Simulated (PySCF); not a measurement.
How the method changes the constants of SiRh

State: ²Σ⁺ (doublet), unpaired electrons σ ↑. Set-up: PySCF, scalar-relativistic core potentials, basis sets Si def2-TZVPP, Rh def2-TZVPP with ECP28. De refers to Si + Rh (4d8 5s1) in their high-spin ground configurations, without counterpoise correction. The functionals are run spin-unrestricted. A positive dipole means Si(−)Rh(+). Levels whose curve was spin-contaminated or gave no clean fit are not listed.

| Level | Re (Å) | ωe (cm⁻¹) | De (eV) | μ (D) | CPU s a point (SCF and correlation, without the integrals) |
| --- | --- | --- | --- | --- | --- |
| PBE | 2.052 | 531 | 4.68 | 0.30 | 3.1 |
| PW91 | 2.050 | 533 | 4.70 | 0.26 | 1.7 |
| r²SCAN | 2.031 | 553 | 4.06 | 0.66 | 7.8 |
| r²SCANh | 2.021 | 563 | 3.73 | 0.71 | 5.3 |
| PBE0 | 2.023 | 556 | 3.65 | 0.60 | 7.6 |
| r²SCAN0 | 2.010 | 559 | 3.24 | 0.80 | 5.2 |
| M06 | 2.050 | 522 | 4.57 | 0.01 | 5.2 |
| LC-ωPBE | 2.005 | 565 | 3.20 | 1.36 | 4.4 |

The metal atom is held in its measured ground configuration; semilocal functionals can put another filling of s and d lower by some tenths of an eV, and De to that atom would be smaller. Spin–orbit coupling is left out, which matters for elements this heavy, above all for dissociation energies. With d or f electrons several states lie close, and the lowest PBE0 determinant need not be the measured ground state.

The whole job (state search and all levels along the bond) took about 28 min on 2 threads of Arm Neoverse V1 (shared host), peak memory 4.6 GiB.
